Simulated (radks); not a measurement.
Valence configurations of neutral calcium (all share [Ar]). All-electron calculation, scalar-relativistic Kohn-Sham, PBEsol, spin-unpolarised, spherical densities, finite nucleus; Fermi nuclear charge, rms radius 3.4776 fm. Program: a radial shooting solver on a logarithmic mesh with Libxc functionals. Energies are relative to 4s2; eigenvalues in eV.

4s2: E (eV) 0.000; e(4s) -3.765
3d1 4s1: E (eV) 2.277; e(3d) -0.752; e(4s) -3.305
4p2: E (eV) 4.946; e(4p) -2.372
4s1 4p1: E (eV) 2.426; e(4p) -1.933; e(4s) -4.406
4s1.5 4p0.5: E (eV) 1.201; e(4p) -1.676; e(4s) -4.102
3d2: E (eV) 4.894; e(3d) -0.749
3d1 4p1: E (eV) 4.378; e(3d) -1.465; e(4p) -1.682

NIST lists [Ar] 4s2 as the ground configuration; this level of theory agrees among the configurations tried. The energies are those of spherical spin-averaged densities, not of single terms.
